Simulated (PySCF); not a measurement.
**Working out the excitation energy of Ar²⁺**

Ar²⁺ [Ne] 3s2 3p4 (3P) → Ar²⁺ [Ne] 3s1 3p4 3d1 (high-spin determinant). Computed with PySCF 2.14 in aug-cc-pVDZ-DK (5s4p2d, 27 functions), with scalar relativity by spin-free X2C-1e. Frozen: [Ne]. Energies in hartree (1 hartree = 27.21139 eV):

| part | Ar²⁺ (lower) | Ar²⁺ (upper) |
| --- | --- | --- |
| UHF | -527.098655 | -525.828266 |
| CCSD correlation | -0.111021 | -0.123698 |
| (T) | -0.001221 | -0.007015 |

Q: What does Hartree-Fock give?

A: (-525.828266) − (-527.098655) = 1.270389 hartree = 34.569 eV.

Q: What do CCSD and CCSD(T) give?

A: The CCSD correlation energies differ by -0.012677 hartree = -0.345 eV and the triples by -0.005794 hartree = -0.158 eV, so CCSD gives 34.224 eV and CCSD(T) 34.066 eV.

One determinant mixes LS terms, so it does not stand for a single term.

A double-zeta basis recovers only part of the correlation energy.

The coupled-cluster amplitudes are large, so a single reference is strained.
